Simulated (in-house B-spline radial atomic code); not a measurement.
**Excitations of Ba⁸⁺ by several methods**

Full response, energies in eV; labels give the largest channel, * marks a mixed state, a dash one above the method's threshold, and an imaginary frequency an unstable closed-shell reference. Computed with a B-spline radial code for spherical atoms: linear response of the closed shell [Kr] 4d10 5s2 with each method's own kernel (bare exchange for TDHF, static screening on G0W0 levels for BSE, the adiabatic kernel for functionals); scalar-relativistic (spin-free one-electron X2C), finite nucleus, no spin-orbit coupling, no double excitations, S, P, D and F terms only; shells from n = 3 respond. Only terms of natural parity with L up to 3 were computed.

Spin-orbit coupling is strong here, so these LS terms don't match observed levels.

```
           method  5s → 5p 3P  5s → 5p 1P  5s → 4f 3F  α (bohr³)
             TDHF      14.536      20.561      28.823      3.437
   BSE on G0W0@HF      16.214      21.706      29.203      3.128
         LDA VWN5      17.353      22.155      28.554      3.006
              PBE      17.116      22.042      27.999       3.04
             PBE0      16.576      21.629      28.131      3.142
  B3LYP (VWN-RPA)      16.682      21.899      28.446      3.074
        CAM-B3LYP      16.607      21.844      28.490      3.083
          LC-wPBE      16.453      21.522      27.829      3.147
            wB97X      17.136      21.320      28.411        3.2
            HSE06      16.519      21.568      28.297      3.152
        BHandHLYP      16.025      21.478      28.620      3.182
             BLYP      16.986      22.206      28.311          3
           PBEsol      16.940      21.912      28.013      3.069
             BP86      16.961      21.875      28.022      3.076
LDA exchange-only      16.695      22.134      28.674      3.013
            B97-1           ?           ?           ?          ?
             RPBE      16.895      21.891      27.658      3.079
             OLYP           ?           ?           ?          ?
```

Problem. What does B97-1 give?

Solution. 5s → 5p 3P: 17.290; 5s → 5p 1P: 21.720; 5s → 4f 3F: 28.262; α: 3.122 (eV, bohr³).

Problem. What does OLYP give?

Solution. 5s → 5p 3P: 16.270; 5s → 5p 1P: 21.777; 5s → 4f 3F: 26.804; α: 3.111 (eV, bohr³).
